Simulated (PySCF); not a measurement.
Excitation energy of Si²⁺ by level of theory

Si²⁺ [Ne] 3s2 (1S) → Si²⁺ [Ne] 3p2 (3P), as a difference of total energies. Calculation: PySCF 2.14, in dyall-av2z; no relativity, point nucleus. Correlated levels: valence: [Ne] frozen; virtual orbitals above 40 to 60 times the deepest correlated orbital energy dropped. The calculations carry no spin-orbit coupling.

```tsv
method	excitation energy (eV)
UHF	15.018
LDA	14.670
PBE	14.461
PBE0	14.725
r2SCAN	14.201
B3LYP	14.993
wB97X-V	15.128
PW91	14.455
BP86	14.463
MP2 (valence)	15.671
SCS-MP2 (valence)	15.928
```

Question: How much does correlation contribute at MP2 (valence)?

Answer: 15.671 − (15.018) = 0.653 eV, measured against UHF.

A first-order spin-orbit estimate (lowest level to lowest level, LS coupling) adds -0.026 eV.
